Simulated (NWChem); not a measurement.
System: C4H12Ge; SMILES [CH3][Ge]([CH3])([CH3])[CH3]

NWChem input:

```
start job
memory heap 200 mb stack 900 mb global 1100 mb
geometry units angstroms noautoz
  C     -1.283784    -1.200422     0.910005
  Ge     0.000266    -0.000058     0.000478
  C      1.387002    -1.082961    -0.905941
  C     -0.958291     1.097832    -1.338537
  C      0.855156     1.185546     1.334791
  H     -1.768068    -1.865214     0.187121
  H     -2.061239    -0.620199     1.417941
  H     -0.772790    -1.817731     1.656244
  H      2.108265    -0.436555    -1.416809
  H      0.933172    -1.746493    -1.649511
  H      1.930090    -1.699026    -0.181689
  H     -1.439412     0.459839    -2.087232
  H     -1.731372     1.705689    -0.856896
  H     -0.264301     1.769751    -1.854264
  H      0.102958     1.794105     1.847495
  H      1.391836     0.597162     2.086360
  H      1.570150     1.858901     0.850574
end
basis spherical
  C library def2-svp
  Ge library def2-svp
  H library def2-svp
end
dft
  xc b3lyp
  iterations 150
  mulliken
end
task dft energy
```

Output (shortened):

```
             Northwest Computational Chemistry Package (NWChem) 7.3.0
             --------------------------------------------------------

 C1  symmetry detected

                             Geometry "geometry" -> ""
                             -------------------------

 Output coordinates in angstroms (scale by  1.889725989 to convert to a.u.)

  No.       Tag          Charge          X              Y              Z
 ---- ---------------- ---------- -------------- -------------- --------------
    1 C                    6.0000    -1.79896048    -0.80943484     0.15997545
    2 Ge                  32.0000    -0.00005517     0.00008803     0.00025728
    3 C                    6.0000     1.34357693    -1.21663597     0.79495631
    4 C                    6.0000     0.42409685     0.29245569    -1.91070357
    5 C                    6.0000     0.03143758     1.73336804     0.95505229
    6 H                    1.0000    -1.83656982    -1.77076866    -0.36296192
    7 H                    1.0000    -2.55831431    -0.15140710    -0.27531209
    8 H                    1.0000    -2.05346501    -0.97969816     1.21130593
    9 H                    1.0000     2.34758644    -0.78677389     0.71602195
   10 H                    1.0000     1.34176914    -2.18267481     0.27930291
   11 H                    1.0000     1.12690359    -1.39201443     1.85387873
   12 H                    1.0000     0.41168599    -0.65591767    -2.45796094
   13 H                    1.0000    -0.30867253     0.96410578    -2.37011363
   14 H                    1.0000     1.41733819     0.74007841    -2.02105363
   15 H                    1.0000    -0.70610462     2.42145779     0.52893578
   16 H                    1.0000    -0.20117126     1.59398410     2.01596810
   17 H                    1.0000     1.01987438     2.19829425     0.87807311

 Effective nuclear repulsion energy (a.u.)     396.3875136424

                                 NWChem DFT Module
                                 -----------------

 Summary of "ao basis" -> "ao basis" (spherical)
 ------------------------------------------------------------------------------
       Tag                 Description            Shells   Functions and Types
 ---------------- ------------------------------  ------  ---------------------
 C                          def2-svp                 6       14   3s2p1d
 Ge                         def2-svp                12       32   5s4p3d
 H                          def2-svp                 3        5   2s1p

            General Information
            -------------------
          SCF calculation type: DFT
          Wavefunction type:  closed shell.
          No. of atoms     :    17
          No. of electrons :    68
           Alpha electrons :    34
            Beta electrons :    34
          Charge           :     0
          Spin multiplicity:     1
          Use of symmetry is: off; symmetry adaption is: off
          Maximum number of iterations: 150
          AO basis - number of functions:   148
                     number of shells:    72
          Convergence on energy requested:  1.00D-06
          Convergence on density requested:  1.00D-05
          Convergence on gradient requested:  5.00D-04

              XC Information
              --------------
                         B3LYP Method XC Potential
                     Hartree-Fock (Exact) Exchange  0.200
                        Slater Exchange Functional  0.800 local
                    Becke 1988 Exchange Functional  0.720 non-local
              Lee-Yang-Parr Correlation Functional  0.810
                  VWN I RPA Correlation Functional  0.190 local

             Grid Information
             ----------------
          Grid used for XC integration:  medium
          Radial quadrature: Mura-Knowles
          Angular quadrature: Lebedev.
          Tag              B.-S. Rad. Rad. Pts. Rad. Cut. Ang. Pts.
          ---              ---------- --------- --------- ---------
          C                   0.70       49          11.0       434
          Ge                  1.25      112           8.0       590
          H                   0.35       45          12.0       434
          Grid pruning is: on
          Number of quadrature shells:   848
          Spatial weights used:  Erf1

      Superposition of Atomic Density Guess
      -------------------------------------

 Sum of atomic energies:       -2231.53408058

      Non-variational initial energy
      ------------------------------

 Total energy =   -2234.619787
 1-e energy   =   -3890.955229
 2-e energy   =    1259.947928
 HOMO         =      -0.354438
 LUMO         =       0.064940

     ---------------------------------------------
      Total Density - Mulliken Population Analysis
     ---------------------------------------------

    Atom       Charge   Shell Charges
 -----------   ------   -------------------------------------------------------
    1 C    6     6.58   1.99  0.96  0.27  2.10  1.24  0.01
    2 Ge  32    31.21   2.00  2.00  2.00  1.05  0.12  6.00  5.98  1.09  0.78  8.14  1.81  0.25
    3 C    6     6.58   1.99  0.96  0.27  2.10  1.24  0.01
    4 C    6     6.58   1.99  0.96  0.27  2.10  1.24  0.01
    5 C    6     6.58   1.99  0.96  0.27  2.10  1.24  0.01
    6 H    1     0.87   0.66  0.19  0.03
    7 H    1     0.87   0.66  0.19  0.03
    8 H    1     0.87   0.66  0.19  0.03
    9 H    1     0.87   0.66  0.19  0.03
   10 H    1     0.87   0.66  0.19  0.03
   11 H    1     0.87   0.66  0.19  0.03
   12 H    1     0.87   0.66  0.19  0.03
   13 H    1     0.87   0.66  0.19  0.03
   14 H    1     0.87   0.66  0.19  0.03
   15 H    1     0.87   0.66  0.19  0.03
   16 H    1     0.87   0.66  0.19  0.03
   17 H    1     0.87   0.66  0.19  0.03

   convergence    iter        energy       DeltaE   RMS-Dens  Diis-err
 ---------------- ----- ----------------- --------- --------- ---------
 d= 0,ls=0.0,diis     1  -2236.3022105674 -2.63D+03  5.00D-03  3.94D-01
 d= 0,ls=0.0,diis     2  -2236.3414168168 -3.92D-02  1.77D-03  6.79D-02
 d= 0,ls=0.0,diis     3  -2236.3460275658 -4.61D-03  8.14D-04  2.57D-02
 d= 0,ls=0.0,diis     4  -2236.3494544415 -3.43D-03  7.04D-05  7.06D-04
 d= 0,ls=0.0,diis     5  -2236.3495020531 -4.76D-05  2.04D-05  1.63D-05
 d= 0,ls=0.0,diis     6  -2236.3495028480 -7.95D-07  8.31D-06  1.33D-06

         Total DFT energy =    -2236.349502847955
      One electron energy =    -3897.111017904560
           Coulomb energy =     1369.654776168388
    Exchange-Corr. energy =     -105.280774754145
 Nuclear repulsion energy =      396.387513642364

 Numeric. integr. density =       68.000030191046

                       DFT Final Molecular Orbital Analysis
                       ------------------------------------

 Vector   32  Occ=2.000000D+00  E=-2.850478D-01
              MO Center=  9.5D-03,  5.3D-01,  4.9D-01, r^2= 3.6D+00
   Bfn.  Coefficient  Atom+Function         Bfn.  Coefficient  Atom+Function
  ----- ------------  ---------------      ----- ------------  ---------------
    79      0.354957   5 C  py               27     -0.286706   2 Ge py
    82      0.209766   5 C  py               80      0.171996   5 C  pz
    51      0.170933   3 C  py               77     -0.171058   5 C  s
    24      0.169497   2 Ge py               30     -0.138729   2 Ge py
     4      0.133981   1 C  px                5      0.128930   1 C  py

 Vector   33  Occ=2.000000D+00  E=-2.850174D-01
              MO Center= -2.4D-01, -6.0D-01,  2.6D-01, r^2= 3.7D+00
   Bfn.  Coefficient  Atom+Function         Bfn.  Coefficient  Atom+Function
  ----- ------------  ---------------      ----- ------------  ---------------
     4      0.335467   1 C  px               26     -0.290352   2 Ge px
    50      0.248404   3 C  px                7      0.196731   1 C  px
    23      0.171652   2 Ge px               51     -0.166097   3 C  py
     3      0.153111   1 C  s                29     -0.140530   2 Ge px
    53      0.139762   3 C  px               49     -0.137513   3 C  s

 Vector   34  Occ=2.000000D+00  E=-2.849890D-01
              MO Center=  2.3D-01,  6.9D-02, -7.6D-01, r^2= 3.5D+00
   Bfn.  Coefficient  Atom+Function         Bfn.  Coefficient  Atom+Function
  ----- ------------  ---------------      ----- ------------  ---------------
    66      0.396020   4 C  pz               28     -0.284437   2 Ge pz
    69      0.236841   4 C  pz               63      0.177900   4 C  s
    25      0.168154   2 Ge pz               31     -0.137697   2 Ge pz
    52      0.126241   3 C  pz               80      0.116383   5 C  pz
   114      0.107278  11 H  s                51     -0.101597   3 C  py

 Vector   35  Occ=0.000000D+00  E= 4.111268D-02
              MO Center= -1.7D-04,  3.3D-05,  3.6D-04, r^2= 9.7D+00
   Bfn.  Coefficient  Atom+Function         Bfn.  Coefficient  Atom+Function
  ----- ------------  ---------------      ----- ------------  ---------------
     3      1.271366   1 C  s                49      1.271191   3 C  s
    63      1.269940   4 C  s                77      1.271952   5 C  s
    19     -0.727093   2 Ge s                90     -0.511567   6 H  s
    95     -0.511283   7 H  s               100     -0.511148   8 H  s
   105     -0.511266   9 H  s               110     -0.511541  10 H  s

 Vector   36  Occ=0.000000D+00  E= 8.442730D-02
              MO Center=  2.2D-01,  1.0D-01, -7.5D-01, r^2= 7.9D+00
   Bfn.  Coefficient  Atom+Function         Bfn.  Coefficient  Atom+Function
  ----- ------------  ---------------      ----- ------------  ---------------
    63      2.328547   4 C  s                31      1.019123   2 Ge pz
    49     -0.906332   3 C  s               120     -0.804599  12 H  s
   130     -0.807194  14 H  s               125     -0.802065  13 H  s
    77     -0.766416   5 C  s                 3     -0.652908   1 C  s
   110      0.335144  10 H  s               105      0.332218   9 H  s

 Vector   37  Occ=0.000000D+00  E= 8.444214D-02
              MO Center= -9.3D-03, -5.9D-01,  3.1D-01, r^2= 8.1D+00
   Bfn.  Coefficient  Atom+Function         Bfn.  Coefficient  Atom+Function
  ----- ------------  ---------------      ----- ------------  ---------------
    49      2.001779   3 C  s                 3     -1.750731   1 C  s
    29     -0.998455   2 Ge px              115     -0.708701  11 H  s
   110     -0.697291  10 H  s               105     -0.669668   9 H  s
    90      0.625025   6 H  s               100      0.613950   8 H  s
    95      0.576106   7 H  s                77     -0.405494   5 C  s

     ---------------------------------------------
      Total Density - Mulliken Population Analysis
     ---------------------------------------------

    Atom       Charge   Shell Charges
 -----------   ------   -------------------------------------------------------
    1 C    6     6.18   1.98  0.90  0.20  2.11  0.97  0.02
    2 Ge  32    31.66   2.00  2.00  1.99  1.17  0.10  6.00  5.98  1.37  0.83  8.09  1.82  0.32
    3 C    6     6.18   1.98  0.90  0.20  2.11  0.97  0.02
    4 C    6     6.18   1.98  0.90  0.20  2.11  0.97  0.02
    5 C    6     6.18   1.98  0.90  0.20  2.11  0.97  0.02
    6 H    1     0.97   0.74  0.20  0.02
    7 H    1     0.97   0.74  0.20  0.02
    8 H    1     0.97   0.74  0.20  0.02
    9 H    1     0.97   0.74  0.20  0.02
   10 H    1     0.97   0.74  0.20  0.02
   11 H    1     0.97   0.74  0.20  0.02
   12 H    1     0.97   0.74  0.20  0.02
   13 H    1     0.97   0.74  0.20  0.02
   14 H    1     0.97   0.74  0.20  0.02
   15 H    1     0.97   0.74  0.20  0.02
   16 H    1     0.97   0.74  0.20  0.02
   17 H    1     0.97   0.74  0.20  0.02

     -------------------------------------------
      Total Density - Lowdin Population Analysis
     -------------------------------------------

    Atom       Charge   Shell Charges
 -----------   ------   -------------------------------------------------------
    1 C    6     6.21   1.96  0.58  0.33  1.88  1.41  0.05
    2 Ge  32    31.52   2.00  2.00  1.93  0.71  0.28  5.99  5.82  1.44  0.89  7.80  2.05  0.60
    3 C    6     6.21   1.96  0.58  0.33  1.88  1.41  0.05
    4 C    6     6.21   1.96  0.58  0.33  1.88  1.41  0.05
    5 C    6     6.21   1.96  0.58  0.33  1.88  1.41  0.05
    6 H    1     0.97   0.63  0.27  0.07
    7 H    1     0.97   0.63  0.27  0.07
    8 H    1     0.97   0.63  0.27  0.07
    9 H    1     0.97   0.63  0.27  0.07
   10 H    1     0.97   0.63  0.27  0.07
   11 H    1     0.97   0.63  0.27  0.07
   12 H    1     0.97   0.63  0.27  0.07
   13 H    1     0.97   0.63  0.27  0.07
   14 H    1     0.97   0.63  0.27  0.07
   15 H    1     0.97   0.63  0.27  0.07
   16 H    1     0.97   0.63  0.27  0.07
   17 H    1     0.97   0.63  0.27  0.07

     Multipole analysis of the density
     ---------------------------------

     L   x y z        total         alpha         beta         nuclear
     -   - - -        -----         -----         ----         -------
     0   0 0 0     -0.000000    -34.000000    -34.000000     68.000000

     1   1 0 0     -0.000122     -0.000061     -0.000061      0.000000
     1   0 1 0      0.000166      0.000083      0.000083     -0.000000
     1   0 0 1      0.000407      0.000203      0.000203     -0.000000

     2   2 0 0    -34.536542   -120.655461   -120.655461    206.774380
     2   1 1 0     -0.000028      0.000194      0.000194     -0.000415
     2   1 0 1      0.000308      0.000117      0.000117      0.000073
     2   0 2 0    -34.535778   -120.714879   -120.714879    206.893980
     2   0 1 1      0.000545      0.000262      0.000262      0.000022
     2   0 0 2    -34.537535   -120.621996   -120.621996    206.706457
```

Level: B3LYP/def2-SVP. Structure relaxed at the B3LYP/6-31G* (spherical d) level.
